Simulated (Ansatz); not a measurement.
A structure relaxed at PBE/def2-SVP in Ansatz, charge 1, doublet:

```xyz
7

Cd    0.644    1.681    0.568
Na   -0.563   -0.019    2.823
Na    0.769    1.090   -2.781
Na   -2.248    0.903   -0.396
Na   -2.526   -2.388    0.959
Na    3.429    0.294   -0.564
Na    0.495   -1.562   -0.609
```

Problem. Give its formula.

Solution. the cluster Na6Cd⁺.

Problem. Summarise the bond lengths by kind (pairs closer than 1.2 times the sum of covalent radii, bridged metal pairs left out).

Solution. 10 × Na–Na 3.44 to 3.91 Å; 5 × Cd–Na 3.07 to 3.45 Å. The metal has 5 neighbours: Na 3.07 Å, Na 3.40 Å, Na 3.15 Å, Na 3.31 Å, Na 3.45 Å.

In the def2 sets Cd takes a core potential; there is no spin–orbit coupling. The relaxation made no stability test and no search for a lower SCF solution. Another isomer (doublet) lies 0.12 eV lower at PBE0/def2-TZVP; other spin states weren't run for this one.
